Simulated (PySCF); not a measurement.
# How methods differ on the excitation energy of I⁺

I⁺ [Kr] 4d10 5s2 5p4 (3P) → I⁺ [Kr] 4d10 5s1 5p4 6s1 (5P), as a difference of total energies. Computed with PySCF 2.14 in aug-cc-pVTZ-PP with one added diffuse shell each of d, f type with ECP28MDF (6s5p5d3f, 67 functions), with a scalar-relativistic core potential. Correlated levels: valence: 4s2 4p6 4d10 frozen. The calculations carry no spin-orbit coupling.

| method | excitation energy (eV) |
| --- | --- |
| UHF | 20.090 |
| LDA | 21.181 |
| PBE | 20.834 |
| PBE0 | 20.922 |
| r2SCAN | 20.946 |
| TPSS | 20.922 |
| PW91 | 20.884 |
| B97-3 | 21.200 |
| BP86 | 20.919 |
| MP2 (valence) | 20.132 |
| SCS-MP2 (valence) | 20.299 |

**Question.** How much does correlation contribute at MP2 (valence)?

**Answer.** 20.132 − (20.090) = 0.042 eV, measured against UHF.

The upper state lies above the first ionisation limit, where it may autoionise and the basis confines it. A Rydberg-like electron needs more diffuse functions than a valence basis has.

The promoted electron is Rydberg-like, and one or two diffuse shells describe it only roughly, which tends to raise the upper state.
